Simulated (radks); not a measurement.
Task: The mean radii <r> (bohr) of the occupied orbitals of an atom or ion are listed with their occupations. Method: Dirac Kohn-Sham, PBE, spin-unpolarised, spherical densities, point nucleus; computed with a radial shooting solver on a logarithmic mesh with Libxc functionals.

| orbital | occ. | <r> |
|---|---|---|
| 1s1/2 | 2 | 0.02971 |
| 2s1/2 | 2 | 0.1281 |
| 2p1/2 | 2 | 0.1085 |
| 2p3/2 | 4 | 0.1137 |
| 3s1/2 | 2 | 0.3483 |
| 3p1/2 | 2 | 0.3394 |
| 3p3/2 | 4 | 0.3505 |
| 3d3/2 | 4 | 0.3223 |
| 3d5/2 | 6 | 0.3258 |
| 4s1/2 | 2 | 0.8481 |
| 4p1/2 | 2 | 0.9014 |
| 4p3/2 | 4 | 0.9318 |
| 4d3/2 | 4 | 1.170 |
| 4d5/2 | 6 | 1.186 |
| 5s1/2 | 2 | 2.503 |
| 6s1/2 | 1 | 7.749 |

Name the element and its charge. Open shells, if any, are shared by 2j + 1.

Result: Z = 49, indium, charge 0: In in [Kr] 4d10 5s2 6s1. The 1s radius gives Z: for a bare nucleus <r> = (2 gamma + 1)/(2Z) with gamma = sqrt(1 - (Z/c)^2), 0.02926 bohr for Z = 49, and screening makes it slightly larger (0.02971 here). The occupations add up to 49, and the charge is Z minus that.
